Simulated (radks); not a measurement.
Sb+, configuration [Kr] 4d10 5s2 6p2 (not the ground configuration). Method: Dirac Kohn-Sham, Wu-Cohen GGA, spin-unpolarised, spherical densities, point nucleus; open shells fill j = l - 1/2 first; computed with a radial shooting solver on a logarithmic mesh with Libxc functionals.

Unscreened Slater integrals over Kohn-Sham orbitals (hartree). Large and small components are both included. Empty in this configuration: 5p1/2.

integral             value
F0(6p1/2,6p1/2)    0.15843
F0(6p1/2,5s1/2)    0.20038
G1(6p1/2,5s1/2)   0.019030
F0(6p1/2,4d5/2)    0.21086
G3(6p1/2,4d5/2)  0.0067488
F0(6p1/2,4d3/2)    0.21099
G1(6p1/2,4d3/2)  0.0068585
F0(6p1/2,5p1/2)    0.19688
G0(6p1/2,5p1/2)   0.011610
F0(5s1/2,5s1/2)    0.44290
F0(5s1/2,4d5/2)    0.53762
G2(5s1/2,4d5/2)   0.075283
F0(5s1/2,4d3/2)    0.53864
G2(5s1/2,4d3/2)   0.072860
F0(5s1/2,5p1/2)    0.40900
G1(5s1/2,5p1/2)    0.27589
F0(4d5/2,4d5/2)    0.87978
F2(4d5/2,4d5/2)    0.44274
F4(4d5/2,4d5/2)    0.29218
F0(4d5/2,4d3/2)    0.88514
F2(4d5/2,4d3/2)    0.44535
G2(4d5/2,4d3/2)    0.44498
G4(4d5/2,4d3/2)    0.29371
F0(4d5/2,5p1/2)    0.47576
G3(4d5/2,5p1/2)   0.045189
F0(4d3/2,4d3/2)    0.89061
F2(4d3/2,4d3/2)    0.44811
F0(4d3/2,5p1/2)    0.47649
G1(4d3/2,5p1/2)   0.049058
F0(5p1/2,5p1/2)    0.38283
